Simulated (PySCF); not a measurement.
Compound: C8H15P.
Atom-mapped SMILES: `[CH3:1][C:2]([CH3:3])([CH3:4])[C:5]1=[CH:6][PH:7][CH2:8][CH2:9]1`

Cartesian coordinates in Å at the GFN2-xTB level; atoms count from 1:
```
atom  x, y, z in Å
C1    -1.8389   -0.4231    1.2626
C2    -1.0457    0.0442    0.0392
C3    -1.3283    1.5351   -0.1916
C4    -1.5087   -0.7654   -1.1810
C5     0.4406   -0.1538    0.2327
C6     1.0270   -0.7576    1.2645
P7     2.8453   -0.8372    1.1793
C8     2.7369   -0.3188   -0.6072
C9     1.4034    0.4060   -0.7852
H10   -2.8999   -0.2384    1.1078
H11   -1.7013   -1.4889    1.4282
H12   -1.5248    0.1149    2.1540
H13   -0.9643    2.1210    0.6501
H14   -0.8457    1.8915   -1.0978
H15   -2.3989    1.7020   -0.2882
H16   -2.5860   -0.6723   -1.3021
H17   -1.2656   -1.8176   -1.0490
H18   -1.0345   -0.4135   -2.0938
H19    0.5163   -1.2025    2.1010
H20    3.0440    0.4660    1.6812
H21    3.5949    0.2878   -0.8988
H22    2.7553   -1.2344   -1.2066
H23    1.0349    0.2999   -1.8059
H24    1.5322    1.4749   -0.5858
```

Probes without a nucleus sit at each ring's centroid and 1 Å off its mean plane on both sides; NICS is minus the shielding there, NICSzz its component along the normal. Level: GIAO PBE0/pcSseg-1 (PySCF, non-relativistic, gas phase) on the GFN2-xTB geometry, one conformer.

Ring bond lengths (Å), with Mayer bond orders in brackets: C5–C6 1.331 (1.88), C6–P7 1.822 (0.97), P7–C8 1.863 (0.98), C8–C9 1.528 (1.02), C9–C5 1.509 (1.01).

Task: Give the NICS values of each ring in ppm.

Result: 
```json
{"ring": "C5–C6–P7–C8–C9", "type": "5-membered ring with P; formal bonds 1 double, 4 single", "NICS(0)": "-3.0", "NICS(1), two faces": "-4.6 / -2.6", "NICS(1)zz, two faces": "-3.3 / -0.2", "rms pucker (Å)": "0.13", "centre to ring atoms, mean (Å)": "1.35"}
```

Task: What do they say, and how far can they be read as aromaticity?

Result: 
- C5–C6–P7–C8–C9: mean NICS(1)zz -1.7 ppm, near zero. C8, C9 have four or more neighbours; no verdict on aromaticity is drawn. The two faces differ by 3.1 ppm, so no symmetry operation interchanges them.

Task: What are the shieldings of the ring atoms and their hydrogens in the same run (means over atoms taken as equivalent)?

Result: 
| atoms | environment | σ isotropic (ppm) | principal values of the symmetric part, first atom (ppm) |
| --- | --- | --- | --- |
| C5 | fully substituted alkene carbon | 9.6 | -102.9, 13.2, 118.5 |
| C6 | alkene CH carbon | 65.5 | -24.5, 73.3, 147.7 |
| P7 | phosphine phosphorus | 401.1 | 306.3, 436.3, 460.8 |
| C8 | sp3 carbon bound to phosphorus | 160.5 | 134.2, 166.7, 180.6 |
| C9 | allylic carbon | 146.3 | 121.2, 156.0, 161.6 |
| H19 | vinylic hydrogen | 26.01 | 22.5, 25.4, 30.2 |
| H20 | P–H hydrogen | 27.67 | 23.9, 25.5, 33.6 |
| H21 (×2) | methylene hydrogen | 29.83 | 24.9, 27.2, 37.2 |
| H23 (×2) | methylene hydrogen | 29.03 | 23.1, 29.8, 33.7 |
